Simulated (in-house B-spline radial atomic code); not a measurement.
Successive ionisation energies of lanthanum; each step leads to the configuration of the next row (after the last: [Kr] 4d10 5s2 5p1/2(1)). Dirac energy differences include first-order Breit, QED and recoil terms. NIST's values go from ground level to ground level; the uncertainty of those that are theory runs from under 0.1 % in few-electron ions to several per cent in heavy many-electron ones. Computed with a radial B-spline atomic code at the basis-set limit: Dirac-Hartree-Fock, jj configuration that fills j = l - 1/2 first, finite nuclei.

Some pairs differ by more than the removed electron.

A number in brackets counts the electrons of a j subshell.

| ion | configuration | ionisation energy (eV) | tabulated value (eV) | tabulated kind | computed minus tabulated (eV) | highest orbital | largest mean radius (bohr) |
| --- | --- | --- | --- | --- | --- | --- | --- |
| La | [Xe] 5d3/2(1) 6s2 | 4.78 | 5.5769 | measured | -0.80 | 6s1/2 | 4.7283 |
| La+ | [Xe] 5d3/2(2) | 9.93 | 11.18496 | measured | -1.25 | 5d3/2 | 2.894 |
| La2+ | [Xe] 5d3/2(1) | ? | ? | measured | ? | ? | ? |
| La3+ | [Kr] 4d10 5s2 5p6 | 49.00 | 49.95 | semi-empirical | -0.95 | 5p3/2 | 1.7864 |
| La4+ | [Kr] 4d10 5s2 5p1/2(2) 5p3/2(3) | 61.43 | 61.6 | semi-empirical | -0.17 | 5p3/2 | 1.7366 |
| La5+ | [Kr] 4d10 5s2 5p1/2(2) 5p3/2(2) | ? | ? | tabulated theory | ? | ? | ? |
| La6+ | [Kr] 4d10 5s2 5p1/2(2) 5p3/2(1) | 87.83 | 88 | tabulated theory | -0.17 | 5p3/2 | 1.6527 |
| La7+ | [Kr] 4d10 5s2 5p1/2(2) | 104.11 | 105 | tabulated theory | -0.89 | 5p1/2 | 1.571 |

(1) Fill in the row of La2+.

(2) Fill in the row of La5+.

(3) Where is the largest jump?

(4) How far is this level of theory from the measured and semi-empirical values?

## Answers

(1) ionisation energy (eV): 18.20; tabulated value (eV): 19.1773; computed minus tabulated (eV): -0.97; highest orbital: 5d3/2; largest mean radius (bohr): 2.6022.

(2) ionisation energy (eV): 74.38; tabulated value (eV): 74; computed minus tabulated (eV): 0.38; highest orbital: 5p3/2; largest mean radius (bohr): 1.6927.

(3) From La2+ to La3+, by a factor of 2.69 (18.204 to 48.996 eV); the highest orbital goes from 5d3/2 to 5p3/2.

(4) Over those 5 rows the differences run from -1.25 to -0.174 eV (mean absolute value 0.83 eV). The calculation leaves out correlation and, in open shells, the multiplet splittings that an average leaves out.
